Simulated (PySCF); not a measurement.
**`CC(C)C[C@](C)(F)S(=O)(=O)Cl`, C6H12ClFO2S**

Molfile (atoms numbered from 1):
```
C6H12ClFO2S
     RDKit          3D

 23 22  0  0  0  0  0  0  0  0999 V2000
   -1.8425    1.0824   -0.3355 C   0  0  0  0  0  0  0  0  0  0  0  0
   -1.1957   -0.2986   -0.3944 C   0  0  0  0  0  0  0  0  0  0  0  0
   -2.2419   -1.3888   -0.1600 C   0  0  0  0  0  0  0  0  0  0  0  0
   -0.0824   -0.4591    0.6512 C   0  0  0  0  0  0  0  0  0  0  0  0
    1.1224    0.4487    0.5047 C   0  0  2  0  0  0  0  0  0  0  0  0
    2.3247   -0.0047    1.2935 C   0  0  0  0  0  0  0  0  0  0  0  0
    0.8354    1.7572    0.7613 F   0  0  0  0  0  0  0  0  0  0  0  0
    1.6209    0.4501   -1.2897 S   0  0  0  0  0  6  0  0  0  0  0  0
    0.8173    1.3040   -2.0972 O   0  0  0  0  0  0  0  0  0  0  0  0
    1.8260   -0.9034   -1.6970 O   0  0  0  0  0  0  0  0  0  0  0  0
    3.4630    1.3187   -1.2565 Cl  0  0  0  0  0  0  0  0  0  0  0  0
   -2.7153    1.1093   -0.9826 H   0  0  0  0  0  0  0  0  0  0  0  0
   -1.1521    1.8485   -0.6749 H   0  0  0  0  0  0  0  0  0  0  0  0
   -2.1592    1.3158    0.6793 H   0  0  0  0  0  0  0  0  0  0  0  0
   -0.7604   -0.4444   -1.3871 H   0  0  0  0  0  0  0  0  0  0  0  0
   -2.6966   -1.2767    0.8221 H   0  0  0  0  0  0  0  0  0  0  0  0
   -3.0262   -1.3223   -0.9085 H   0  0  0  0  0  0  0  0  0  0  0  0
   -1.7937   -2.3773   -0.2241 H   0  0  0  0  0  0  0  0  0  0  0  0
   -0.5033   -0.2896    1.6480 H   0  0  0  0  0  0  0  0  0  0  0  0
    0.2918   -1.4837    0.6053 H   0  0  0  0  0  0  0  0  0  0  0  0
    2.7424   -0.8896    0.8193 H   0  0  0  0  0  0  0  0  0  0  0  0
    3.0808    0.7772    1.3161 H   0  0  0  0  0  0  0  0  0  0  0  0
    2.0397   -0.2467    2.3167 H   0  0  0  0  0  0  0  0  0  0  0  0
  1  2  1  0
  2  3  1  0
  2  4  1  0
  4  5  1  0
  5  6  1  0
  5  7  1  1
  5  8  1  0
  8  9  2  0
  8 10  2  0
  8 11  1  0
  1 12  1  0
  1 13  1  0
  1 14  1  0
  2 15  1  0
  3 16  1  0
  3 17  1  0
  3 18  1  0
  4 19  1  0
  4 20  1  0
  6 21  1  0
  6 22  1  0
  6 23  1  0
M  END
```

Level of theory: GIAO wB97X-D/pcSseg-1 magnetisability, rotational g tensor and spin-rotation constants, non-relativistic, gas phase (PySCF 2.14.0). Geometry: GFN2-xTB.

**Question.** How diamagnetic is it, and how anisotropic?

**Answer.** Isotropic -1933 × 10⁻³⁰ J/T², or -116.4 × 10⁻⁶ cm³/mol; principal values -2063, -1918, -1817 × 10⁻³⁰ J/T², anisotropy 214 × 10⁻³⁰ J/T² (root of half the summed squared differences of the principal values). The susceptibility is in cgs units.

**Question.** Split it along the inertial axes a, b, c into diamagnetic and paramagnetic parts about the centre of mass, with the quadrupole moment.

**Answer.** 
| axis | χ (10⁻⁶ cm³/mol) | diamagnetic (10⁻⁶ cm³/mol) | paramagnetic (10⁻⁶ cm³/mol) | summed x² of all electrons (Å²) | quadrupole Θ (D Å) |
| --- | --- | --- | --- | --- | --- |
| a | -122.5 | -983.9 | 861.4 | 401.8 | +5.37 |
| b | -111.0 | -2139.4 | 2028.4 | 129.5 | +0.62 |
| c | -115.7 | -2254.1 | 2138.5 | 102.4 | -6.00 |

Anisotropies 2χaa − χbb − χcc = -18.3 and 2χbb − χaa − χcc = +16.2 × 10⁻⁶ cm³/mol. Θ is traceless in Buckingham's convention.

**Question.** And the rotational g tensor?

**Answer.** 
```csv
axis,rotational constant (GHz),g,nuclear part,electronic part
a,1.4386,-0.0166,0.5656,-0.5822
b,0.5975,-0.0093,0.5601,-0.5694
c,0.5617,-0.0065,0.5578,-0.5643
```
Asymmetric top; isotopes 12C, 35Cl, 19F, 1H, 16O, 32S; no vibrational averaging.
